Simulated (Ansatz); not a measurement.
Two structures of ZrH$_{3}$Cl$_{3}$O, singlet, reached by relaxing down either side of one saddle point (PBE0-D4/def2-TZVP). Energies are electronic, without zero-point energy. Computed with Ansatz 0.2.0 (basis: def2-TZVPP and def2-QZVPP); correlated methods freeze the cores. Core potentials replace the inner electrons of the atoms past krypton. Extrapolation: Hartree–Fock as exp(−7.88 √X), correlation as X^−2.97. First:

```
8
angstrom
Zr 0.0098 -0.3065 -0.9748
O 1.0704 -0.9823 0.4199
Cl 0.5343 -1.4580 -2.9375
Cl -2.2499 -0.6343 -0.4727
Cl 0.4617 1.9675 -1.2741
H -0.4446 1.6145 1.9800
H -0.9833 1.1164 2.1208
H 1.6015 -1.3172 1.1384
```

Second:

```
8
angstrom
Zr -0.5929 0.2058 -0.5592
O 1.2126 -0.1235 0.8826
Cl 0.2424 -1.8699 -1.3560
Cl -2.7844 0.2064 -1.3415
Cl 0.3756 2.1733 -1.3531
H 1.0086 -0.0547 1.8201
H -1.1835 0.3908 1.1754
H 1.7217 -0.9281 0.7317
```

Which bonds change from the first to the second?

ZrHCl₃O ([OH][Zr]([Cl])([Cl])[Cl]) + H₂ → ZrHCl₃ ([Cl][ZrH]([Cl])[Cl]) + H₂O (still joined by a long Zr–O bond); bonds formed: Zr1–H7, O2–H6; bonds broken: H6–H7; bonds weakened to dative contacts: Zr1–O2.

Give the saddle point's structure and its height above each. (An estimate is asked for; the value comes from the calculation.)

Computed: 35.87 kcal/mol above the first and 12.76 kcal/mol above the second (CCSD(T) at an estimated basis limit (MP2 extrapolated from triple and quadruple zeta, plus CCSD(T) − MP2 in triple zeta)).
```xyz
8
angstrom
Zr -0.3095 0.1879 -0.5731
O 1.2189 -0.1504 0.8828
Cl 0.3284 -1.7384 -1.7383
Cl -2.6308 0.1003 -0.8426
Cl 0.3859 2.1557 -1.5838
H 0.1742 0.0610 1.4417
H -0.8243 0.3723 1.3573
H 1.6571 -0.9885 1.0562
```

No T1 diagnostic of these runs exceeds 0.017.

Labels in which every atom is bracketed show which atoms are joined, not bond orders.

For scale, one of the runs: CCSD(T)/def2-TZVPP, 255 basis functions, launched by `ansatz run in.yaml --threads 8 --pin off --events-out ev --progress --plain --max-ram 19148MiB`. Time: 3.3 min of wall clock on 8 CPU threads of an Arm Neoverse V1; the host was shared. Peak host memory: 6 GiB.
